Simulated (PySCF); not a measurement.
SMILES F[Si](F)(F)O[SiH](Cl)Cl at its PBE0/def2-SVP optimised geometry (Å):

```
9

Si     0.0632    -1.5760     0.0000
F     -0.4407    -2.3703     1.2837
F     -0.4480    -2.3447    -1.2952
F      1.6554    -1.5760     0.0000
O     -0.5145    -0.0654     0.0000
Si    -0.3430     1.5322     0.3673
Cl     0.3536     1.6978     2.2824
Cl     1.0052     2.3703    -0.9175
H     -1.6554     2.1860     0.2361
```

Level of theory: PBE0/def2-TZVP (PySCF). Cells within 0.4 Å of a nucleus heavier than hydrogen are left out (blank, or x).

Map of the electron localisation function on the plane z = 0.0 Å:

```
|000000000000000000000000000|
|000000000000001221100000000|
|000000011000012444310000000|
|000001688400014666541000000|
|000007999951035777753100000|
|000039999993246788764100000|
|000069999996257788875200000|
|000079999991017877764200000|
|000059999961614777653100000|
|000017999821x11555432000000|
|000000122120001222110000000|
|000000000267774100000000000|
|000000002687786200000000000|
|00000001578xx87300000000000|
|00000002578xx86101221000000|
|000000013678874125664100000|
|000000001245110168886300000|
|0000000000105xx08xx87410000|
|0000000000006xx08xx87410000|
|000000000001020178886300000|
|000000000001100146764100000|
|000000000000000013332000000|
|000000000000000000110000000|
|000000000000000000000000000|
|000000000000000000000000000|
|000000000000000000000000000|
|000000000000000000000000000|
```
Scale: ten equal steps from 0.000 (start of '0') to 1.000 (end of '9'), in the order '0123456789'; x runs from -4.50 to 4.50, y from -4.50 (bottom) to 4.50 (top).
